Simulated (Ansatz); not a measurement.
System: C₆H₁₁, charge 0, multiplicity 2. It need not be the lowest isomer of its formula. 
Coordinates optimised at B3LYP-D3(BJ)/def2-TZVP (Ansatz, an electronic-structure program):
```xyz
17

C      2.9582    -0.8285     0.1631
C      1.8962     0.1801    -0.0758
C      0.4711    -0.4144    -0.0468
C     -0.6098     0.6450    -0.2938
C     -1.9891     0.0649    -0.3150
C     -2.9612     0.3694     0.5352
H      3.3340    -1.4403    -0.6461
H      3.2724    -1.0788     1.1673
H      2.0433     0.6603    -1.0492
H      1.9509     0.9718     0.6785
H      0.2957    -0.8936     0.9197
H      0.3948    -1.2020    -0.8020
H     -0.5474     1.4211     0.4742
H     -0.4057     1.1335    -1.2540
H     -2.1788    -0.6762    -1.0883
H     -2.8149     1.0999     1.3234
H     -3.9370    -0.0952     0.4750
```
Charge 0, spin multiplicity 2.

Total electronic energies in hartree. Correlated levels leave the core frozen unless marked. Open shells are spin-unrestricted. Spin-orbit coupling is left out. Non-relativistic. CBS(X,Y): correlation extrapolated as X^-3; Hartree-Fock from the larger set. The bracket is a focal-point correction in the basis named.

```tsv
level	program	energy (Eh)
HF/6-31G	Ansatz	-233.45354
RI-HF/cc-pVQZ	Ansatz	-233.64194
BLYP-D3(BJ)/def2-TZVPD	Ansatz + dftd3	-235.14816
revPBE-D3(BJ)/def2-TZVPD	Ansatz + dftd3	-235.21690
revPBE/def2-TZVPD	Ansatz	-235.18387
PBE0/STO-3G	Ansatz	-232.07019
PBE0-D3(BJ)/def2-TZVPD	Ansatz + dftd3	-234.97374
PBE0/def2-TZVP	Ansatz	?
PBE0/def2-QZVPP	Ansatz	-234.97896
r2SCANh-D4/def2-TZVPD	Ansatz + dftd4	-235.10461
r2SCANh/def2-TZVPD	Ansatz	-235.10134
HSE06-D3(BJ)/def2-TZVPD	Ansatz + dftd3	-234.95585
LC-wPBE-D3(BJ)/def2-TZVPD	Ansatz + dftd3	-235.11641
LC-wPBE-D4/def2-TZVPD	Ansatz + dftd4	-235.11767
wB97X-V/def2-TZVPD	Ansatz	-235.18827
RPA@PBE/cc-pVQZ	Ansatz	-235.38590
MP2/6-31G*	Ansatz	-234.29204
SCS-MP2/6-31G*	Ansatz	-234.28692
SCS-MP2/cc-pVDZ	Ansatz	-234.37337
CCSD(T)/STO-3G	Ansatz	-231.16199
CCSD(T)/6-31G	Ansatz	-234.05974
CCSD(T)/cc-pVDZ	Ansatz	-234.48353
RI-MP2/CBS(cc-pVTZ,cc-pVQZ)+[CCSD(T)-MP2]/cc-pVTZ	Ansatz	-234.8498
```

Problem. Complete the blanks.

Solution. 
- PBE0/def2-TZVP, energy (Eh): -234.96205
